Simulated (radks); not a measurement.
Cd, configuration [Kr] 4d10 5s1 5p1 (not the ground configuration).

Calculated with a radial shooting solver on a logarithmic mesh with Libxc functionals: non-relativistic Kohn-Sham, PBE, spin-polarised, spherical densities, point nucleus; open shells are filled with parallel spins first (spin-orbit coupling, left out, can overturn this in heavy ions); relativity is left out, which matters for an element this heavy.

Energy parts (eV):
total: -148762.529
kinetic: 148701.316
electron-nucleus: -354077.311
Hartree: 60714.305
exchange-correlation: -4100.839

Orbitals (lengths in bohr, moments of r in powers of bohr):
1s up: occ. 1; eigenvalue (eV) -25650.48; <r^2> 0.001345
1s down: occ. 1; eigenvalue (eV) -25650.45; <r^2> 0.001345
2s down: occ. 1; eigenvalue (eV) -3728.274; <r^2> 0.02216
2s up: occ. 1; eigenvalue (eV) -3728.273; <r^2> 0.02216
2p up: occ. 3; eigenvalue (eV) -3475.747; <r^2> 0.01673
2p down: occ. 3; eigenvalue (eV) -3475.739; <r^2> 0.01673
3s up: occ. 1; eigenvalue (eV) -693.1992; <r^2> 0.1574
3s down: occ. 1; eigenvalue (eV) -693.1775; <r^2> 0.1574
3p up: occ. 3; eigenvalue (eV) -590.6227; <r^2> 0.1526
3p down: occ. 3; eigenvalue (eV) -590.6008; <r^2> 0.1526
3d up: occ. 5; eigenvalue (eV) -400.8132; <r^2> 0.1330
3d down: occ. 5; eigenvalue (eV) -400.7985; <r^2> 0.1330
4s up: occ. 1; eigenvalue (eV) -99.5781; <r^2> 0.9385
4s down: occ. 1; eigenvalue (eV) -99.5443; <r^2> 0.9373
4p up: occ. 3; eigenvalue (eV) -66.7683; <r^2> 1.088
4p down: occ. 3; eigenvalue (eV) -66.7127; <r^2> 1.084
4d up: occ. 5; eigenvalue (eV) -14.2884; <r^2> 1.981
4d down: occ. 5; eigenvalue (eV) -14.0268; <r^2> 1.915
5s up: occ. 1; eigenvalue (eV) -6.8243; <r^2> 9.890
5s down: occ. 0; eigenvalue (eV) -5.4825; <r^2> 9.615
5p up: occ. 1; eigenvalue (eV) -2.4618; <r^2> 19.46

The highest occupied level is 5p up at -2.462 eV. The configuration is held as typed, so some empty levels lie below it. The spin density at the nucleus is 9.726 e/bohr^3 (1s 0.025, 2s 0.034, 3s -0.001, 4s -0.039, 5s 9.708). Virial ratio -V/T = 2.00041. Summed over all electrons, <r^2> = 59.93 bohr^2, which gives a Langevin (diamagnetic) susceptibility term of -47.5 x 10^-6 cm^3/mol.
